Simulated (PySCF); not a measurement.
A structure optimised at PBE-D3(BJ)/def2-SVP, used in a PySCF frequency run:

```
Fe
O 1 1.5881
O 1 1.5881 2 109.47
O 1 1.5881 2 109.47 3 -120.00
O 1 1.5881 2 109.47 3 120.00
```

Write its SMILES, formula and point group.

[O]=[Fe](=[O])(=[O])=[O], FeO4, Td

What are its rotational constants (standard atomic weights)?

4.6966, 4.6966, 4.6966 GHz
